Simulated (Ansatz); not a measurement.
Total energies of B2(Br)4 (B₂Br₄) from Ansatz at PBE-D4/def2-TZVP, gas phase (1 Eh = 27.2114 eV = 2625.5 kJ/mol). The reference geometry is relaxed at PBE-D4/def2-SVP.

```xyz
6

B    -0.778    0.285    0.154
Br   -2.203   -0.149   -1.048
Br   -1.105    1.362    1.702
B     0.778   -0.285   -0.154
Br    1.331   -1.971    0.565
Br    1.978    0.758   -1.220
```

```json
{"state": "charge 0 singlet", "geometry": "reference", "energy (Eh)": "-10344.86292"}
{"state": "charge 1 doublet", "geometry": "reference", "energy (Eh)": "-10344.52068"}
{"state": "free B atom (doublet)", "geometry": "–", "energy (Eh)": "-24.61008"}
{"state": "free Br atom (doublet)", "geometry": "–", "energy (Eh)": "-2573.72072"}
```

Work out the vertical ionisation energy to the doublet.

E(charge 1 doublet) − E(charge 0 singlet) = -10344.52068 − (-10344.86292) = 0.34224 Eh = 9.31 eV. For comparison, −ε of the highest occupied level is 6.86 eV at this level, 2.45 eV less.

What is the binding energy per atom against free atoms?

Atoms: 2 × (-24.61008) + 4 × (-2573.72072) = -10344.10304 Eh. Binding: -10344.10304 − (-10344.86292) = 0.75988 Eh = 20.68 eV, or 3.45 eV for each of 6 atoms (no zero-point energy, no counterpoise term).
